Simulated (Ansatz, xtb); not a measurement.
**Relative energy of two isomers of C6H8FN**

Structure X is `N#C[C@@H]1CC[C@H](F)C1`, a singlet and structure Y is `N#C[C@@H]1CCC[C@H]1F`, a singlet. Both are isolated molecules in the gas phase, relaxed with PBE-D3(BJ)/def2-SVP; the shapes shown needn't be the lowest conformers.

X (Å):

```
atom    x (Å)    y (Å)    z (Å)
   C   0.3414   1.2396  -0.7996
   C   1.4270   0.5489  -0.1076
   C   2.8228   0.7399  -0.7609
   C   3.6097  -0.4451  -0.1907
   C   2.6230  -1.6050  -0.3282
   C   1.2401  -1.0027  -0.0136
   F   2.6349  -2.0384  -1.6598
   N  -0.5281   1.7850  -1.3649
   H   1.4685   0.9652   0.9227
   H   3.2617   1.7318  -0.5423
   H   2.7353   0.6334  -1.8606
   H   3.8367  -0.2813   0.8848
   H   4.5618  -0.6554  -0.7147
   H   2.8717  -2.4828   0.3058
   H   0.8734  -1.2994   0.9876
   H   0.5161  -1.3784  -0.7612
```

Y (Å):

```yaml
atoms:
  - { symbol: C, position_ang: [2.8985, 1.0906, -2.0567] }
  - { symbol: C, position_ang: [1.6082, 1.5069, -1.5060] }
  - { symbol: C, position_ang: [1.7154, 1.9486, -0.0254] }
  - { symbol: C, position_ang: [1.8375, 0.6159, 0.7398] }
  - { symbol: C, position_ang: [1.0485, -0.4207, -0.1086] }
  - { symbol: C, position_ang: [0.6371, 0.3022, -1.4004] }
  - { symbol: F, position_ang: [-0.6465, 0.8331, -1.2583] }
  - { symbol: N, position_ang: [3.9317, 0.7341, -2.4790] }
  - { symbol: H, position_ang: [1.1735, 2.2848, -2.1673] }
  - { symbol: H, position_ang: [2.5516, 2.6496, 0.1579] }
  - { symbol: H, position_ang: [0.7685, 2.4639, 0.2305] }
  - { symbol: H, position_ang: [1.4579, 0.6990, 1.7764] }
  - { symbol: H, position_ang: [2.9032, 0.3185, 0.8095] }
  - { symbol: H, position_ang: [1.6648, -1.3100, -0.3457] }
  - { symbol: H, position_ang: [0.1283, -0.7830, 0.3896] }
  - { symbol: H, position_ang: [0.6387, -0.3419, -2.3044] }
```

Quicker runs give these differences E(Y) − E(X): GFN2-xTB −0.44 kJ/mol; HF/STO-3G +3.04 kJ/mol (at GFN2-xTB geometries); r2SCAN-D4/def2-SVP +2.43 kJ/mol (at GFN2-xTB geometries).

Problem. Which of the two would you expect CCSD(T)/def2-SVP + ΔMP2/def2-TZVPP electronic energies to favour?

Solution. CCSD(T)/def2-SVP + ΔMP2/def2-TZVPP gives E(Y) − E(X) = +0.82 kJ/mol, slightly favouring structure X, which is too small a margin to settle the true order.

Level by level:

```
                             level             geometry  E(Y) − E(X) (kJ/mol)  departure from the last row (kJ/mol)  job, with rough time for the two
                          GFN2-xTB             GFN2-xTB                   −0.44                                 −1.26              optimisation, 0.43 s
                         HF/STO-3G             GFN2-xTB                   +3.04                                 +2.21               single point, 0.7 s
                r2SCAN-D4/def2-SVP             GFN2-xTB                   +2.43                                 +1.61               single point, 8.4 s
               PBE-D3(BJ)/def2-SVP  PBE-D3(BJ)/def2-SVP                    0.00                                 −0.82                optimisation, 79 s
                       HF/def2-SVP  PBE-D3(BJ)/def2-SVP                   +2.46                                 +1.63           part of the CCSD(T) run
                      MP2/def2-SVP  PBE-D3(BJ)/def2-SVP                   −2.62                                 −3.44           part of the CCSD(T) run
                  CCSD(T)/def2-SVP  PBE-D3(BJ)/def2-SVP                   −1.76                                 −2.58                      single point
CCSD(T)/def2-SVP + ΔMP2/def2-TZVPP  PBE-D3(BJ)/def2-SVP                   +0.82                                                   single point, 3.7 min
```

As drawn, both hold the same kinds of bond in the same numbers.

The largest departure from CCSD(T)/def2-SVP + ΔMP2/def2-TZVPP is that of MP2/def2-SVP, 3.44 kJ/mol. The last row adds to CCSD(T) the change of the MP2 difference between the two basis sets, here +2.58 kJ/mol.

With thermal terms from frequencies at re-optimised GFN2-xTB minima (ideal gas, soft modes damped towards free rotors, one conformer each, 298.15 K, 1 atm): the zero-point term adds +0.17 kJ/mol; ΔH is +0.96 and ΔG +1.11 kJ/mol.

The correlated steps freeze 8 core orbitals. Codes used: Ansatz 0.2.0, xtb 6.7.1; the last row on 2 threads of Arm Neoverse V1 on a shared host.
